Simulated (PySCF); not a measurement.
Method: PBE0-D4/def2-TZVP run with PySCF. Isolated molecules, 0 K electronic values unless said otherwise. One relaxed conformer stands for a flexible species; it need not be the lowest. Excitations are Tamm–Dancoff values on a coarser integration grid. The basis has no diffuse functions, so Rydberg states are missing or too high.

Reference species (SMILES): `F[SiH2]Cl` (neutral, multiplicity 1).

HOMO: -9.27 eV
S1 excitation (TDA): 7.79 eV
HOMO–LUMO gap: 9.33 eV
T1 excitation (TDA): 7.34 eV

Changed species: `CO[SiH2]Cl` (C–O–Si–Cl torsion 180°) (X = methoxy; the reference has X = fluoro).

Task: What does the change do to the HOMO, S1 excitation (TDA), HOMO–LUMO gap and T1 excitation (TDA)?

Result: the HOMO increases by 0.82 eV, to -8.45 eV; the S1 excitation (TDA) falls by 0.53 eV, to 7.26 eV; the HOMO–LUMO gap falls by 0.57 eV, to 8.76 eV; the T1 excitation (TDA) decreases by 0.44 eV, to 6.90 eV.
